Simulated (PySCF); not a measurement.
# Au: electron affinity

Au⁻ [Xe] 4f14 5d10 6s2 (1S) → Au [Xe] 4f14 5d10 6s1 (2S), as a difference of total energies. All numbers are calculated (PySCF 2.14, a scalar-relativistic core potential, in aug-cc-pVTZ-PP with ECP60MDF (6s6p5d3f2g, 88 functions)). Correlated levels: valence: 5s2 5p6 frozen. The calculations carry no spin-orbit coupling.

```tsv
method	electron affinity (eV)
UHF	0.611
LDA	2.611
PBE	2.288
PBE0	1.994
r2SCAN	2.193
TPSSh	2.046
PW91	2.344
B97-3	1.958
BP86	2.451
MP2 (valence)	2.152
SCS-MP2 (valence)	2.105
```

Problem. How much does correlation contribute at MP2 (valence)?

Solution. 2.152 − (0.611) = 1.541 eV, measured against UHF.

Errors of the correlated levels include the incompleteness of this basis and the frozen core.

In the anion the highest occupied orbital energy is positive at LDA, PBE, r2SCAN, TPSSh, PW91, BP86, a self-interaction effect; the basis confines that electron, and the energy difference can still be sensible.

For comparison: 2.309 eV (measured; photodetachment measurements, as compiled on the Wikipedia data page of electron affinities).
